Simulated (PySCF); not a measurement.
C5H13AlP2.
Z-matrix (Å and degrees, PBE0-D3(BJ)/def2-SVP geometry), rows numbered from 1:
```
C 
C   1  1.4921
C   2  1.3412  1  125.50
C   3  1.5005  2  118.14  1   178.31
P   4  1.8546  3  104.42  2    10.62
Al  5  2.4657  4  119.81  3  -141.17
P   5  2.2140  4  101.43  3    88.38
C   2  1.5097  1  118.71  3   178.14
H   1  1.1027  2  110.88  3  -121.18
H   1  1.0986  2  111.67  3    -0.29
H   1  1.1028  2  110.81  3   120.55
H   3  1.0943  2  121.96  1     0.26
H   4  1.1022  3  113.59  2   131.64
H   4  1.1047  3  112.31  2  -107.24
H   6  1.6074  5   98.38  4   -62.97
H   6  1.6077  5   98.17  4   177.34
H   6  1.6084  5   98.71  4    57.25
H   7  1.4294  5   92.61  4    82.64
H   7  1.4293  5   92.78  4   175.54
H   8  1.1027  2  112.93  1    49.28
H   8  1.1048  2  111.49  1   -70.74
```

All values: PBE0/pcSseg-1 (PySCF, non-relativistic), on one gas-phase PBE0-D3(BJ)/def2-SVP geometry that isn't relaxed in the solvent. The solvent is an IEF-PCM continuum (cavity from Bondi-type radii × 1.2). Specific hydrogen bonds and non-electrostatic terms are outside this model.

```
                  medium  total energy (Eh)  HOMO (eV)  LUMO (eV)  dipole (D)
               gas phase       -1122.794211     -7.366     -0.794       5.194
acetonitrile (ε = 35.69)       -1122.809332     -7.048     -0.475       6.275
```

Q: What is E(solvent) − E(gas) in acetonitrile, in kJ/mol?

A: -1122.809332 − (-1122.794211) = -0.015121 Eh = -39.70 kJ/mol.

Q: Scale it by Onsager's factor (ε − 1)/(2ε + 1) to benzene (ε = 2.271), and compare with the calculation.

A: The factor goes from 0.479 to 0.229, a ratio of 0.478, which gives -18.99 kJ/mol. The calculation gives -18.89 kJ/mol (total energy -1122.801406 Eh), so the scaled value is 0.5 % too large in size.

Q: Scale the changes of the other columns the same way. What are the values in benzene?

A: 
```json
{"quantity": "HOMO (eV)", "scaled": "-7.214", "computed": "-7.239", "difference": "+0.025"}
{"quantity": "LUMO (eV)", "scaled": "-0.641", "computed": "-0.617", "difference": "-0.024"}
{"quantity": "dipole (D)", "scaled": "5.711", "computed": "5.766", "difference": "-0.055"}
```

Q: How does each lowering split into the polarisation term (half the interaction with the induced surface charges) and the distortion of the solute's density?

A: acetonitrile: -45.37 + 5.67 kJ/mol, the distortion taking back 12 % of the polarisation term; benzene: -20.23 + 1.34 kJ/mol, the distortion taking back 7 % of the polarisation term.

Time: 48 s; peak memory 1.3 GiB. Hardware: one thread, Arm Neoverse V2 (aarch64), no GPU (shared host). This is the whole shielding run at PBE0/pcSseg-1 in benzene, SCF included.
